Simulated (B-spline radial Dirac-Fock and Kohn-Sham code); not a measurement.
# Radiative decay of the 2s hole in Ge³⁺

System: the Ge³⁺ ion, [Ar] 3d10 4s1.

Input file task.json (cfg lists n, l and occupation; rrms is the nuclear radius in fm):

```json
{"items": [{
  "Z": 32,
  "q": 3,
  "cfg": [[1, 0, 2], [2, 0, 2], [2, 1, 6], [3, 0, 2], [3, 1, 6], [3, 2, 10], [4, 0, 1]],
  "A": 74,
  "rrms": 4.0742,
  "do": ["binding", "quiet", "decay"],
  "holes": ["K", "L1", "L2", "L3", "M1", "M2", "M3", "M4", "M5"]
}]}
```

Command: `python xray_run.py task.json out`

Model: a relativistic independent-particle model: LDA orbitals of the hole state, radiative multipoles to third order, Auger rates from the Coulomb interaction with a continuum orbital, Dirac-Fock energies. Program: a radial atomic solver.

| line | multipole | energy (eV) | width (meV) | share (%) |
| --- | --- | --- | --- | --- |
| L1-L2 | E1 | 168.6 | 0.0391 | 0.460 |
| L1-L3 | E1 | 199.8 | 0.134 | 1.57 |
| Lβ4 (L1-M2) | E1 | 1290.0 | 2.94 | 34.6 |
| Lβ3 (L1-M3) | E1 | 1294.3 | 5.34 | 62.9 |
| L1-M4 | E2 | 1390.2 | 0.0135 | 0.159 |
| L1-M5 | E2 | 1390.7 | 0.0200 | 0.236 |

The listed lines hold 100.0 % of the radiative rate. The radiative width is 0.00849 eV in the length form and 0.00840 eV in the velocity form; the two differ because the transition energies are not eigenvalue differences of the potential that gave the orbitals.

Values without a named source are computed, but for edge energies of neutral atoms, which are taken from tables.
